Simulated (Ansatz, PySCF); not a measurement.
C₄H₅BO₂, SMILES C#CB(O)OC=C. Atoms are numbered in the order given.

```xyz
12

C      3.1779    -0.0479    -0.0213
C      1.9595    -0.1011    -0.0336
B      0.4232    -0.2356    -0.0682
O     -0.1739    -1.4175    -0.4020
O     -0.3141     0.8718     0.2477
C     -1.6703     1.0434     0.2994
C     -2.6290     0.1457     0.0470
H      4.2504     0.0157    -0.0058
H      0.4772    -2.1065    -0.5989
H     -1.9052     2.0706     0.5914
H     -2.4179    -0.8818    -0.2450
H     -3.6686     0.4651     0.1400
```
Charge 0, spin multiplicity 1.

Geometry optimised at TPSSh-D3(BJ)/def2-SVP. The structure was generated by enumeration, and PubChem lists no compound with its InChIKey, so it may never have been made. Other conformers were not sampled.

Two levels are set side by side: PBE-D3(BJ)/def2-SVP (Ansatz, an electronic-structure program) and TPSSh-D3(BJ)/def2-SVP (PySCF). Each level has its own optimised geometry; the coordinates shown are those of the second. Frequencies come from the Hessian of PySCF at each geometry. Differences are taken from unrounded values.

| quantity | TPSSh-D3(BJ) | PBE-D3(BJ) | PBE-D3(BJ) minus TPSSh-D3(BJ) |
|---|---|---|---|
| mean bond length (Å) | 1.229 | 1.235 | 0.006 |
| bond C1–C2 (Å) | 1.220 | 1.228 | 0.009 |
| bond C2–B3 (Å) | 1.543 | 1.542 | 0.000 |
| bond B3–O4 (Å) | 1.366 | 1.371 | 0.006 |
| bond B3–O5 (Å) | 1.367 | 1.374 | 0.007 |
| bond O5–C6 (Å) | 1.368 | 1.369 | 0.001 |
| bond C6–C7 (Å) | 1.337 | 1.345 | 0.007 |
| bond C1–H8 (Å) | 1.074 | 1.082 | 0.008 |
| bond O4–H9 (Å) | 0.968 | 0.974 | 0.006 |
| bond C6–H10 (Å) | 1.093 | 1.103 | 0.010 |
| bond C7–H11 (Å) | 1.089 | 1.097 | 0.008 |
| bond C7–H12 (Å) | 1.092 | 1.099 | 0.008 |
| highest harmonic wavenumber (cm⁻¹) | 3820 | 3745 | -74 |
| mean harmonic wavenumber (cm⁻¹) | 1257 | 1227 | -31 |
| zero-point energy (kcal/mol) | 53.92 | 52.61 | -1.31 |

GGA bonds tend to be longer and softer than those of functionals with exact exchange. Differences between two approximate levels are no errors against the true value.
